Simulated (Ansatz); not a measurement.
Geometry optimisation, Ansatz, RKS BLYP-D4/STO-3G.

Input file:

```yaml
crystal:
  periodic: [false, false, false]
  atoms:
    - { symbol: C, position_ang: [-0.7431, 0.1921, -0.242] }
    - { symbol: C, position_ang: [-0.0552, -1.1123, -0.5147] }
    - { symbol: S, position_ang: [0.8461, -1.1348, 1.0755] }
    - { symbol: Si, position_ang: [0.7449, 0.9427, 0.7053] }
    - { symbol: H, position_ang: [-1.0509, 0.7816, -1.1791] }
    - { symbol: H, position_ang: [-1.6985, 0.1531, 0.3529] }
    - { symbol: H, position_ang: [-0.7029, -1.9602, -0.6314] }
    - { symbol: H, position_ang: [0.6467, -1.0883, -1.3999] }
    - { symbol: H, position_ang: [0.3217, 1.734, 1.9584] }
    - { symbol: H, position_ang: [1.7742, 1.441, -0.1221] }
basis:
  gaussian: { orbitals: STO-3G }
hamiltonian:
  xc: blyp
  dispersion: d4
relax:
  f_tol: 0.02
  max_steps: 40
scf:
  lower_state_search: "off"
```

Launched with:

```bash
$ ansatz run input.yaml --threads 1 --pin off --max-ram 2048MiB --backend cpu --events-out ev --progress --plain --runs-dir out
```

Where does it end, and by what steps?

The run converged. The force dipped under the threshold on the way, but the program's further checks kept it going. Limits of this set-up: minimal basis. After 11 steps the energy has fallen by 0.853 eV; S3 moved furthest, 0.66 Å.

```csv
step,energy less start (eV),largest force component (eV/Å),accepted
0,0.0000,4.728,yes
1,-0.6993,0.985,yes
2,-0.7803,0.237,yes
3,-0.8324,0.151,yes
4,-0.8458,0.182,yes
5,-0.8515,0.036,yes
6,-0.8475,0.166,no
7,-0.8523,0.013,yes
8,-0.8530,0.085,yes
9,-0.8532,0.035,yes
10,-0.8533,0.046,yes
11,-0.8534,0.001,yes
```

```xyz
10
Properties=species:S:1:pos:R:3
C -0.663 0.301 -0.389
C -0.114 -1.196 -0.450
S 1.382 -1.116 0.687
Si 0.699 0.926 0.781
H -0.680 0.773 -1.391
H -1.689 0.343 0.023
H -0.865 -1.934 -0.088
H 0.173 -1.494 -1.483
H 0.245 1.405 2.086
H 1.594 1.940 0.226
```

Whether the end is a true minimum wasn't checked by a vibrational analysis.

Time of the run: 19 s on 1 thread of Arm Neoverse V1 (shared host), peak memory 0.11 GiB.
